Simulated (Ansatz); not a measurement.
C3H10AlN, SMILES `CN(C)[CH2][AlH2]`, relaxed with RKS PBE-D4/def2-SVP in the Gaussian-basis code of Ansatz from a rough embedded geometry. The force threshold is 0.03 eV/Å; the program also tests the step.

Total charge 0; spin multiplicity 1.

Start:

```xyz
15

C     1.321   -0.104   -0.618
N     0.130    0.539   -0.098
C     0.570    1.479    0.902
C    -0.874   -0.369    0.526
Al   -2.012   -1.209   -0.943
H     1.841   -0.719    0.158
H     1.979    0.581   -1.106
H     0.960   -0.865   -1.407
H     1.037    0.961    1.838
H    -0.291    2.092    1.308
H     1.312    2.202    0.512
H    -0.326   -1.218    1.088
H    -1.553    0.048    1.140
H    -1.910   -0.621   -2.388
H    -2.184   -2.798   -0.912
```

**Question.** How much energy does the relaxation release, and in how many steps? (Best estimate.)

**Answer.** Computed: 82.24 kJ/mol, in 13 steps, 1 of them rejected.

**Question.** Which bonds change most? (Best estimate.)

**Answer.** Ansatz gave: C4–H13 from 1.005 to 1.118 Å; C4–Al5 from 2.039 to 1.982 Å; C1–H8 from 1.154 to 1.112 Å; C3–H9 from 1.167 to 1.125 Å.

**Question.** Give the relaxed structure. (Estimate.)

**Answer.** Ansatz gave: 
```xyz
15

C     1.275   -0.039   -0.712
N     0.153    0.561   -0.020
C     0.589    1.457    1.036
C    -0.808   -0.435    0.440
Al   -1.747   -1.407   -1.010
H     1.900   -0.707   -0.056
H     1.944    0.745   -1.124
H     0.915   -0.650   -1.569
H     1.139    0.931    1.865
H    -0.286    1.968    1.487
H     1.264    2.237    0.624
H    -0.379   -1.144    1.209
H    -1.632    0.083    0.990
H    -1.544   -1.035   -2.557
H    -2.785   -2.564   -0.603
```
